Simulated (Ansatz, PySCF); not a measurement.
SnI₃, SMILES [I][Sn+]([I])[I], charge +1.

Geometry optimised at PBE0-D3(BJ)/def2-SVP. The spin state was assumed, not searched. The isomer is the one that the SMILES or the coordinates give; other isomers of the formula were not compared. The def2 effective core potentials stand for the cores of I, Sn; spin–orbit coupling is left out.

Vertical ionisation energy (IE) and electron affinity (EA) in eV. Rows of orbital energies are one-electron estimates. Where ΔSCF, EOM or ADC give a negative EA the extra electron is unbound and the value depends on the basis.

```
level                                                                  IE    EA
------------------------------------------------------------------  -----  ----
−ε(HOMO), −ε(LUMO), M06-2X/def2-TZVP (PySCF)                        13.67  7.71
−ε(HOMO), −ε(LUMO), PBE/def2-TZVP (PySCF)                           11.33  9.19
ΔSCF, PBE/def2-SVPD (Ansatz), final states of multiplicity 2 and 2  13.66  7.00
```

What vertical singlet–triplet gap does ΔSCF give with PBE/def2-SVPD (Ansatz, an electronic-structure program)? (Estimate from the structure and the level; the computed values follow.)

2.00 eV (triplet above singlet where positive).
